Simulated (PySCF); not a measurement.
PySCF input file for C₂H₇NSi₂, SMILES N#CC[SiH2][SiH3], TDA-LC-ωPBE/def2-SVPD. The structure is a stationary point at B3LYP-D3(BJ)/def2-SVP. The structure was generated by enumeration, and PubChem lists no compound with its InChIKey, so it may never have been made. One conformer was computed; it need not be the lowest.

```python
import numpy as np
from pyscf import gto, scf, dft, tdscf

mol = gto.M(
    atom='''
    N     2.27706614   -1.31419074    0.81380056
    C     1.71766458   -0.30025174    0.87751677
    C     0.96569405    0.94348348    0.90258350
    Si   -0.29391425    1.05100061   -0.54843483
    Si   -1.67556168   -0.85070648   -0.54456624
    H     1.65617863    1.80139214    0.85000413
    H     0.41593583    1.02244523    1.85525117
    H    -1.08296413    2.30156625   -0.34382725
    H     0.46856815    1.16344059   -1.82454588
    H    -2.28635067   -1.00477533    0.80909141
    H    -2.76308312   -0.68407914   -1.55255112
    H    -0.87523644   -2.06416262   -0.86861313
    ''',
    basis='def2-SVPD',
    charge=0,
    spin=0,
    max_memory=1600,
    verbose=4,
)
mf = dft.RKS(mol, xc='lc_wpbe').density_fit(auxbasis='def2-universal-jkfit')
mf.grids.level = 3
mf.conv_tol = 1e-9
mf.max_cycle = 100
mf.kernel()
mf.grids = dft.Grids(mol).set(level=1).build(with_non0tab=True)  # coarser grid for the response kernel
td = tdscf.TDA(mf)
td.singlet = True
td.nstates = 10
td.conv_tol = 1e-4
td.positive_eig_threshold = 1e-6
td.kernel(x0=td.get_init_guess(mf, 15))
td.analyze()
tt = tdscf.TDA(mf)
tt.singlet = False
tt.nstates = 4
tt.conv_tol = 1e-4
tt.positive_eig_threshold = 1e-6
tt.kernel(x0=tt.get_init_guess(mf, 9))
tt.analyze(verbose=3)
```

Program output:

```
PySCF version 2.14.0

[INPUT] verbose = 4
[INPUT] num. atoms = 12
[INPUT] num. electrons = 54
[INPUT] charge = 0
[INPUT] spin (= nelec alpha-beta = 2S) = 0
[INPUT] symmetry False subgroup None
[INPUT] Mole.unit = angstrom
[INPUT] Symbol           X                Y                Z      unit          X                Y                Z       unit  Magmom
[INPUT]  1 N      2.277066140000  -1.314190740000   0.813800560000 AA    4.303031372121  -2.483460574039   1.537860178418 Bohr   0.0
[INPUT]  2 C      1.717664580000  -0.300251740000   0.877516770000 AA    3.245915630066  -0.567393557024   1.658266365013 Bohr   0.0
[INPUT]  3 C      0.965694050000   0.943483480000   0.902583500000 AA    1.824897274622   1.782925380252   1.705635619551 Bohr   0.0
[INPUT]  4 Si    -0.293914250000   1.051000610000  -0.548434830000 AA   -0.555417436607   1.986103309651  -1.036391625872 Bohr   0.0
[INPUT]  5 Si    -1.675561680000  -0.850706480000  -0.544566240000 AA   -3.166352680016  -1.607602259593  -1.029081050284 Bohr   0.0
[INPUT]  6 H      1.656178630000   1.801392140000   0.850004130000 AA    3.129724024057   3.404137787544   1.606275010449 Bohr   0.0
[INPUT]  7 H      0.415935830000   1.022445230000   1.855251170000 AA    0.786004804094   1.932141462068   3.505916603579 Bohr   0.0
[INPUT]  8 H     -1.082964130000   2.301566250000  -0.343827250000 AA   -2.046505608428   4.349329870042  -0.649739336662 Bohr   0.0
[INPUT]  9 H      0.468568150000   1.163440590000  -1.824545880000 AA    0.885465474194   2.198584077302  -3.447892014904 Bohr   0.0
[INPUT] 10 H     -2.286350670000  -1.004775330000   0.809091410000 AA   -4.320576591016  -1.898750190419   1.528961174638 Bohr   0.0
[INPUT] 11 H     -2.763083120000  -0.684079140000  -1.552551120000 AA   -5.221470356209  -1.292722222128  -2.933896411187 Bohr   0.0
[INPUT] 12 H     -0.875236440000  -2.064162620000  -0.868613130000 AA   -1.653957165839  -3.900702028365  -1.641440923901 Bohr   0.0

nuclear repulsion = 247.841919950032
number of shells = 72
number of NR pGTOs = 244
number of NR cGTOs = 164
basis = def2-SVPD
ecp = {}


******** <class 'pyscf.df.df_jk.DFRKS'> ********
method = DFRKS
initial guess = minao
damping factor = 0
level_shift factor = 0
DIIS = <class 'pyscf.scf.diis.CDIIS'>
diis_start_cycle = 1
diis_space = 8
diis_damp = 0
SCF conv_tol = 1e-09
SCF conv_tol_grad = None
SCF max_cycles = 100
direct_scf = False
XC library pyscf.dft.libxc version 7.1.2
    S. Lehtola, C. Steigemann, M. J. T. Oliveira, and M. A. L. Marques,  SoftwareX 7, 1–5 (2018)
XC functionals = lc_wpbe
    O. A. Vydrov and G. E. Scuseria,  J. Chem. Phys. 125, 234109 (2006)
radial grids:
    Treutler-Ahlrichs [JCP 102, 346 (1995); DOI:10.1063/1.469408] (M4) radial grids

becke partition: Becke, JCP 88, 2547 (1988); DOI:10.1063/1.454033
pruning grids: <function nwchem_prune>
grids dens level: 3
symmetrized grids: False
atomic radii adjust function: <function treutler_atomic_radii_adjust>
small_rho_cutoff = 0
Set gradient conv threshold to 3.16228e-05
Initial guess from minao.
tot grids = 149160
Create RSH-DF object <pyscf.df.df.DF object> for omega=0.4
******** <class 'pyscf.df.df.DF'> ********
auxbasis = auxmol.basis = def2-universal-jkfit
init E= -713.666520673841
  HOMO = -0.316792489134472  LUMO = 0.00806214111322275  gap/eV = 8.83974
cycle= 1 E= -713.500901948356  delta_E= 0.166  |g|= 0.536  |ddm|= 3.88
  HOMO = -0.359946582506773  LUMO = 0.0261014270964726  gap/eV = 10.50490
cycle= 2 E= -713.457079489285  delta_E= 0.0438  |g|= 0.788  |ddm|= 1.33
  HOMO = -0.419459684423197  LUMO = 0.0496691386073143  gap/eV = 12.76565
cycle= 3 E= -713.587180672704  delta_E= -0.13  |g|= 0.0402  |ddm|= 0.816
  HOMO = -0.406988883533434  LUMO = 0.0600393716930507  gap/eV = 12.70849
cycle= 4 E= -713.588051563179  delta_E= -0.000871  |g|= 0.0148  |ddm|= 0.182
  HOMO = -0.410754881128772  LUMO = 0.0590522144447445  gap/eV = 12.78410
cycle= 5 E= -713.588143300721  delta_E= -9.17e-05  |g|= 0.00302  |ddm|= 0.0515
  HOMO = -0.410640225891647  LUMO = 0.0591680950848104  gap/eV = 12.78414
cycle= 6 E= -713.588148677099  delta_E= -5.38e-06  |g|= 0.000866  |ddm|= 0.015
  HOMO = -0.410671006832252  LUMO = 0.0591522263744575  gap/eV = 12.78454
cycle= 7 E= -713.588149409111  delta_E= -7.32e-07  |g|= 0.000278  |ddm|= 0.00365
  HOMO = -0.410690106731002  LUMO = 0.0591548938422584  gap/eV = 12.78513
cycle= 8 E= -713.588149520231  delta_E= -1.11e-07  |g|= 8.96e-05  |ddm|= 0.000837
  HOMO = -0.410690799925783  LUMO = 0.0591542697201057  gap/eV = 12.78514
cycle= 9 E= -713.588149523687  delta_E= -3.46e-09  |g|= 1.7e-05  |ddm|= 0.000247
  HOMO = -0.410688101936867  LUMO = 0.0591552689514647  gap/eV = 12.78509
cycle= 10 E= -713.588149523883  delta_E= -1.97e-10  |g|= 4.47e-06  |ddm|= 7.01e-05
  HOMO = -0.410688998661509  LUMO = 0.0591549398901097  gap/eV = 12.78510
Extra cycle  E= -713.588149521579  delta_E= 2.3e-09  |g|= 1.95e-06  |ddm|= 1.55e-05
converged SCF energy = -713.588149521579
tot grids = 45608
Overwritten attributes  positive_eig_threshold  of <class 'pyscf.tdscf.rks.TDA'>


******** <class 'pyscf.tdscf.rks.TDA'> for <class 'pyscf.df.df_jk.DFRKS'> ********
nstates = 10 singlet
deg_eia_thresh = 1.000e-03
wfnsym = None
conv_tol = 0.0001
eigh lindep = 1e-12
eigh level_shift = 0
eigh max_cycle = 100


Excitation energies (eV)
[7.48622245 7.54668069 7.79296707 7.98902115 8.08476768 8.40963793
 8.52113845 8.58582221 8.77691875 8.83158974]

** Singlet excitation energies and oscillator strengths **
Excited State   1:      7.48622 eV    165.62 nm  f=0.0367
      26 -> 28       -0.10908
      26 -> 32        0.14562
      26 -> 37       -0.10793
      27 -> 28       -0.52449
      27 -> 29        0.19219
      27 -> 30       -0.16871
      27 -> 34       -0.16910
Excited State   2:      7.54668 eV    164.29 nm  f=0.0079
      25 -> 33       -0.13459
      26 -> 28        0.13168
      26 -> 29       -0.10752
      26 -> 30       -0.12407
      26 -> 32        0.31576
      26 -> 35        0.16864
      26 -> 36       -0.13761
      26 -> 37       -0.23995
      26 -> 40       -0.11335
      27 -> 28        0.18598
      27 -> 30        0.15379
      27 -> 32       -0.13877
Excited State   3:      7.79297 eV    159.10 nm  f=0.0239
      27 -> 30        0.32134
      27 -> 31       -0.53238
Excited State   4:      7.98902 eV    155.19 nm  f=0.0370
      25 -> 32        0.24901
      25 -> 35        0.13517
      25 -> 36       -0.11071
      25 -> 37       -0.21192
      26 -> 29       -0.16919
      26 -> 30        0.19210
      26 -> 31       -0.13653
      26 -> 33       -0.26334
      26 -> 37        0.13524
      26 -> 39       -0.11537
      27 -> 29        0.12886
      27 -> 31       -0.16384
      27 -> 33        0.12969
Excited State   5:      8.08477 eV    153.36 nm  f=0.0004
      25 -> 29       -0.22562
      25 -> 30        0.22452
      25 -> 31       -0.10510
      25 -> 33       -0.37549
      25 -> 37        0.18506
      25 -> 38       -0.13248
      25 -> 39       -0.18889
      26 -> 32       -0.14219
Excited State   6:      8.40964 eV    147.43 nm  f=0.0115
      26 -> 28        0.25848
      26 -> 29       -0.12000
      27 -> 28       -0.23871
      27 -> 29       -0.49700
      27 -> 32        0.20736
Excited State   7:      8.52114 eV    145.50 nm  f=0.0706
      26 -> 28        0.54876
      26 -> 30        0.11153
      26 -> 31        0.10873
      27 -> 29        0.26698
      27 -> 34        0.12967
Excited State   8:      8.58582 eV    144.41 nm  f=0.3318
      26 -> 30       -0.14474
      27 -> 28        0.21105
      27 -> 30       -0.44426
      27 -> 31       -0.24227
      27 -> 32        0.26046
      27 -> 35       -0.18713
Excited State   9:      8.77692 eV    141.26 nm  f=0.2475
      27 -> 29        0.26055
      27 -> 30        0.22355
      27 -> 31        0.17437
      27 -> 32        0.44231
      27 -> 33        0.14710
      27 -> 35       -0.22317
      27 -> 39       -0.10238
Excited State  10:      8.83159 eV    140.39 nm  f=0.0149
      21 -> 28        0.14811
      23 -> 31       -0.10356
      24 -> 28       -0.51326
      24 -> 29        0.17355
      24 -> 30       -0.10162
      24 -> 34       -0.16423
      25 -> 28       -0.14780
      26 -> 31        0.11723

** Transition electric dipole moments (AU) **
state          X           Y           Z        Dip. S.      Osc.
  1        -0.1101      0.2800     -0.3314      0.2004      0.0367
  2         0.0098     -0.1200      0.1684      0.0429      0.0079
  3        -0.0837      0.2040      0.2770      0.1254      0.0239
  4        -0.4052      0.1310     -0.0873      0.1890      0.0370
  5        -0.0444      0.0074     -0.0142      0.0022      0.0004
  6        -0.2034     -0.0151     -0.1194      0.0559      0.0115
  7        -0.4269     -0.3474     -0.1874      0.3381      0.0706
  8        -0.8365     -0.9327      0.0881      1.5773      0.3318
  9         0.7669      0.7352      0.1491      1.1509      0.2475
 10        -0.1632      0.1153      0.1696      0.0687      0.0149

** Transition velocity dipole moments (imaginary part, AU) **
state          X           Y           Z        Dip. S.      Osc.
  1        -0.0123      0.0373     -0.0288      0.0024      0.0057
  2         0.0051     -0.0151      0.0159      0.0005      0.0012
  3         0.0232      0.0236      0.0266      0.0018      0.0042
  4        -0.0783      0.0070     -0.0371      0.0076      0.0172
  5        -0.0170     -0.0124     -0.0036      0.0005      0.0010
  6        -0.0570     -0.0091     -0.0433      0.0052      0.0112
  7        -0.1102     -0.0946     -0.0468      0.0233      0.0496
  8        -0.2328     -0.2644      0.0111      0.1242      0.2625
  9         0.2246      0.2043      0.0447      0.0942      0.1947
 10        -0.0355      0.0281      0.0343      0.0032      0.0066

** Transition magnetic dipole moments (imaginary part, AU) **
state          X           Y           Z
  1        -0.1407      0.1715      0.1445
  2         0.1007     -0.2357     -0.1394
  3        -0.1817     -0.0919      0.2478
  4         0.2941     -0.0267     -0.3637
  5         0.0146      0.0120     -0.0644
  6         0.2564      0.3052     -0.2906
  7         0.8952     -0.0055     -0.9891
  8         0.3466     -0.1358     -0.6117
  9        -0.8901      0.4312      1.1643
 10        -0.3629     -0.6014      0.2087


******** <class 'pyscf.tdscf.rks.TDA'> for <class 'pyscf.df.df_jk.DFRKS'> ********
nstates = 4 triplet
deg_eia_thresh = 1.000e-03
wfnsym = None
conv_tol = 0.0001
eigh lindep = 1e-12
eigh level_shift = 0
eigh max_cycle = 100


Excitation energies (eV)
[6.16356327 6.39907682 6.60618027 6.73606121]

** Triplet excitation energies and oscillator strengths **
Excited State   1:      6.16356 eV    201.16 nm  f=0.0000
Excited State   2:      6.39908 eV    193.75 nm  f=0.0000
Excited State   3:      6.60618 eV    187.68 nm  f=0.0000
Excited State   4:      6.73606 eV    184.06 nm  f=0.0000
```

The run converged.

Cost: roughly 3 core-minutes.
